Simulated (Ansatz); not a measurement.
Reaction (atomization): `[Cl][Al@H-]1[F+][Al@@H-]([Cl])[F+]1` → 2 Al• + 2 Cl• + 2 F• + 2 H•

Calculated with Ansatz (gas phase, PBE0-D4/def2-TZVP geometries, no zero-point term in ΔE). CBS: MP2 limit from def2 TZ/QZ plus the TZ coupled-cluster correction, frozen cores. This one scheme is used for every species, atoms too. Functionals use def2-TZVPP. No spin–orbit coupling; open shells (•) take unrestricted orbitals. Spin–orbit coupling would lower the free atoms: a little for Al, Cl, F.

```csv
species,r2SCANh energy (Eh)
`[Cl][Al@H-]1[F+][Al@@H-]([Cl])[F+]1`,-1606.42593
Al•,-242.32957
Cl•,-460.11665
F•,-99.72490
H•,-0.49990
```

(1) Work out ΔE.

(2) What do rigid-rotor, harmonic-oscillator terms from PBE0-D4/def2-TZVP frequencies (298.15 K, 1 bar) make of the CCSD(T)/CBS value? (Estimate.)

Largest T1 diagnostic among the species: 0.018.

Results:

(1) ΔE = 2 × (-242.32957) + 2 × (-460.11665) + 2 × (-99.72490) + 2 × (-0.49990) − (-1606.42593) = 1.08389 Eh = +29.49 eV. CCSD(T)/CBS gives +29.87 eV.

(2) Computed: ΔZPE = -0.67 eV, ΔH = +29.46 eV, ΔS = 835 J/(mol·K), ΔG = +26.88 eV. Open shells count their whole term as degenerate. Modes under 50 cm⁻¹ make the entropy rough.

From r2SCAN to r2SCAN0 (25 % exact exchange), in def2-TZVPP and without D4, ΔE moves by −0.57 eV: exact exchange takes away binding that semilocal exchange gives to molecules. In def2-TZVPP, CCSD(T) changes the Hartree–Fock value by +5.76 eV (the triples alone add +0.41 eV) and MP2 by +6.84 eV; breaking electron pairs costs correlation energy, which Hartree–Fock lacks. The D4 term adds +0.38 eV with B3LYP and +0.20 eV with PBE0; it sums over pairs of atoms, weighted by their polarisabilities, and B3LYP, whose exchange is more repulsive, gets the larger term.

B3LYP here is the variant with VWN-RPA as its local correlation; programs differ in this.

For atomizations the MP2-based limit and the directly extrapolated one differ by several kJ/mol either way, and by 10 to 25 for some Ge, Se and Sn compounds, so smaller differences from it don't rank the levels.
